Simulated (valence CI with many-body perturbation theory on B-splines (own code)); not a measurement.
Cl¹²⁺: electric-dipole lines

Calculated by valence CI with perturbative core correlation (CI+MBPT): three valence electrons over a frozen Dirac-Fock core [He], radial functions for each j: 11 s, 11 p, 10 d, 8 f, 5 g, 2 h, with the one-electron correlation potential Σ1 (screened to all orders), the two-electron term Σ2, the three-electron term Σ3, Breit, model QED; selected single and double excitations, second order for the rest, scaled by the run's own slope (own B-spline code, finite nucleus).

No measured levels were compared; by estimate levels of excited configurations hold to 0.05 to 0.15 % of their energy, terms of the ground configuration to about 0.5 %.

Lines 1 to 50 of 533 in falling wavelength, among levels below 557.36 eV, chosen from the strongest by gf and those to the six lowest levels. Wavelengths and rates use the calculated energies, so an error of 400 cm⁻¹ moves a line at 5557 Å by 2.2 % and its rate by three times that or more. Electric multipoles are in the length gauge with retardation, E1 and E2 with the static RPA response of the core. Weak lines are less certain than strong ones. Lines between different terms over intervals too small for the method are left out, as are lines whose strength nearly cancels. Where a level lies close to another of its J and parity, the split of strength between their lines is uncertain. The highest levels of a list are the least certain.

Names give the largest LS component (configuration and term), which can be under half, so a name can repeat, a term be missing and a line seem to break the LS rules; names also repeat where a configuration has a term twice. Letters in brackets count levels of one name in rising energy.

| λ vac (Å) | Upper | Lower | A (s⁻¹) | S (a.u.) with core polarisation | S without |
| --- | --- | --- | --- | --- | --- |
| 5557 | 2s2p4f ²F_5/2 | 2s2p4d ⁴D°_3/2 | 4.98e+06 | 2.53e+00 | 2.53e+00 |
| 5005 | 2s2p4f ⁴G_9/2 | 2s2p4d ⁴D°_7/2 | 6.92e+06 | 4.28e+00 | 4.28e+00 |
| 4917 | 2s²4f ²F°_7/2 | 2s²4d ²D_5/2 | 1.10e+07 | 5.15e+00 | 5.15e+00 |
| 4842 | 2s²4f ²F°_5/2 | 2s²4d ²D_3/2 | 1.07e+07 | 3.61e+00 | 3.61e+00 |
| 4359 | 2s2p4f ⁴F_9/2 | 2s2p4d ⁴F°_7/2 | 1.28e+07 | 5.25e+00 | 5.25e+00 |
| 4324 | 2s2p4f ⁴F_7/2 [a] | 2s2p4d ⁴F°_5/2 | 9.52e+06 | 3.04e+00 | 3.04e+00 |
| 3933 | 2s2p4f ⁴G_5/2 [a] | 2s2p4d ⁴F°_3/2 | 1.63e+07 | 2.94e+00 | 2.94e+00 |
| 3597 | 2s2p4f ⁴G_11/2 | 2s2p4d ⁴F°_9/2 | 2.85e+07 | 7.87e+00 | 7.87e+00 |
| 3306 | 2s2p4d ⁴D°_7/2 | 2s2p4p ⁴P_5/2 | 3.55e+07 | 5.07e+00 | 5.07e+00 |
| 3289 | 2s2p4d ²P°_3/2 | 2s2p4p ²S_1/2 | 2.76e+07 | 1.94e+00 | 1.94e+00 |
| 3196 | 2s2p4d ⁴F°_9/2 | 2s2p4p ⁴D_7/2 | 6.00e+07 | 9.66e+00 | 9.66e+00 |
| 3183 | 2s2p4d ⁴D°_1/2 | 2s2p4p ⁴P_1/2 | 4.46e+07 | 1.42e+00 | 1.42e+00 |
| 3114 | 2s2p4d ⁴F°_7/2 | 2s2p4p ⁴D_5/2 | 6.27e+07 | 7.48e+00 | 7.48e+00 |
| 3035 | 2s2p4d ⁴P°_5/2 [b] | 2s2p4p ⁴P_5/2 | 3.28e+07 | 2.71e+00 | 2.71e+00 |
| 3031 | 2s2p4d ⁴F°_5/2 | 2s2p4p ⁴D_3/2 | 6.02e+07 | 4.96e+00 | 4.96e+00 |
| 2943 | 2s2p4d ⁴P°_5/2 [b] | 2s2p4p ⁴P_3/2 | 2.13e+07 | 1.60e+00 | 1.60e+00 |
| 2938 | 2s2p4d ⁴F°_3/2 | 2s2p4p ⁴D_1/2 | 5.66e+07 | 2.83e+00 | 2.83e+00 |
| 2883 | 2s2p4p ²D_3/2 | 2s2p4s ²P°_3/2 [a] | 3.88e+07 | 1.83e+00 | 1.83e+00 |
| 2836 | 2s2p4d ⁴P°_3/2 | 2s2p4p ⁴P_3/2 | 4.37e+07 | 1.97e+00 | 1.97e+00 |
| 2836 | 2s2p4d ²P°_1/2 | 2s2p4p ²S_1/2 | 6.19e+07 | 1.39e+00 | 1.39e+00 |
| 2825 | 2s²4d ²D_5/2 | 2s²4p ²P°_3/2 | 8.61e+07 | 5.75e+00 | 5.75e+00 |
| 2776 | 2s2p4d ⁴P°_1/2 | 2s2p4p ⁴P_3/2 | 7.12e+07 | 1.50e+00 | 1.50e+00 |
| 2774 | 2s2p4d ⁴P°_5/2 [a] | 2s2p4p ²P_3/2 | 6.65e+07 | 4.20e+00 | 4.20e+00 |
| 2717 | 2s²4d ²D_3/2 | 2s²4p ²P°_1/2 | 8.06e+07 | 3.19e+00 | 3.19e+00 |
| 2702 | 2s2p4d ²D°_5/2 | 2s2p4p ⁴S_3/2 | 6.89e+07 | 4.03e+00 | 4.03e+00 |
| 2690 | 2s2p4p ⁴D_3/2 | 2s2p4s ⁴P°_3/2 | 3.83e+07 | 1.47e+00 | 1.47e+00 |
| 2678 | 2s2p4d ⁴D°_7/2 | 2s2p4p ⁴D_7/2 | 3.30e+07 | 2.51e+00 | 2.51e+00 |
| 2638 | 2s2p4p ⁴S_3/2 | 2s2p4s ²P°_1/2 [a] | 4.59e+07 | 1.66e+00 | 1.66e+00 |
| 2584 | 2s2p4p ⁴D_1/2 | 2s2p4s ⁴P°_1/2 | 8.86e+07 | 1.51e+00 | 1.51e+00 |
| 2451 | 2s2p4d ²F°_7/2 | 2s2p4p ²D_5/2 | 1.35e+08 | 7.82e+00 | 7.82e+00 |
| 2437 | 2s2p4p ⁴D_7/2 | 2s2p4s ⁴P°_5/2 | 1.27e+08 | 7.27e+00 | 7.27e+00 |
| 2435 | 2s2p4d ²F°_5/2 | 2s2p4p ²D_3/2 | 9.41e+07 | 4.02e+00 | 4.02e+00 |
| 2423 | 2s2p4d ²D°_3/2 | 2s2p4p ²P_1/2 | 7.62e+07 | 2.14e+00 | 2.14e+00 |
| 2366 | 2s²4p ²P°_1/2 | 2s²4s ²S_1/2 | 1.39e+08 | 1.82e+00 | 1.82e+00 |
| 2357 | 2s2p4p ²P_3/2 | 2s2p4s ⁴P°_3/2 | 4.10e+07 | 1.06e+00 | 1.06e+00 |
| 2356 | 2s2p4p ⁴D_3/2 | 2s2p4s ⁴P°_1/2 | 8.00e+07 | 2.07e+00 | 2.07e+00 |
| 2348 | 2s2p4p ⁴D_5/2 | 2s2p4s ⁴P°_3/2 | 1.33e+08 | 5.10e+00 | 5.10e+00 |
| 2330 | 2s2p4p ²D_5/2 | 2s2p4s ²P°_3/2 [a] | 1.45e+08 | 5.44e+00 | 5.44e+00 |
| 2262 | 2s²4p ²P°_3/2 | 2s²4s ²S_1/2 | 1.59e+08 | 3.64e+00 | 3.64e+00 |
| 2123 | 2s2p4p ⁴P_3/2 | 2s2p4s ⁴P°_5/2 | 1.51e+08 | 2.85e+00 | 2.85e+00 |
| 2109 | 2s2p4p ²D_3/2 | 2s2p4s ²P°_1/2 [a] | 5.93e+07 | 1.10e+00 | 1.10e+00 |
| 2096 | 2s2p4p ²P_3/2 | 2s2p4s ⁴P°_1/2 | 6.82e+07 | 1.24e+00 | 1.24e+00 |
| 2078 | 2s2p4p ⁴P_5/2 | 2s2p4s ⁴P°_5/2 | 1.96e+08 | 5.21e+00 | 5.21e+00 |
| 2030 | 2s2p4p ⁴P_1/2 | 2s2p4s ⁴P°_3/2 | 2.13e+08 | 1.76e+00 | 1.76e+00 |
| 1966 | 2s2p4p ⁴S_3/2 | 2s2p4s ⁴P°_3/2 | 6.67e+07 | 1.00e+00 | 1.00e+00 |
| 1931 | 2s2p4p ²S_1/2 | 2s2p4s ²P°_3/2 [a] | 2.27e+08 | 1.61e+00 | 1.61e+00 |
| 1511 | 2p²3p ²D°_5/2 [a] | 2p²3s ²P_3/2 | 7.39e+07 | 7.55e-01 | 7.56e-01 |
| 1382 | 2s2p3d ⁴D°_7/2 | 2s2p3p ⁴P_5/2 | 1.08e+08 | 1.12e+00 | 1.12e+00 |
| 1309 | 2p²3d ⁴F_9/2 | 2p²3p ⁴D°_7/2 | 2.14e+08 | 2.37e+00 | 2.37e+00 |
| 1278 | 2p²3d ⁴F_7/2 | 2p²3p ⁴D°_5/2 | 2.14e+08 | 1.76e+00 | 1.76e+00 |
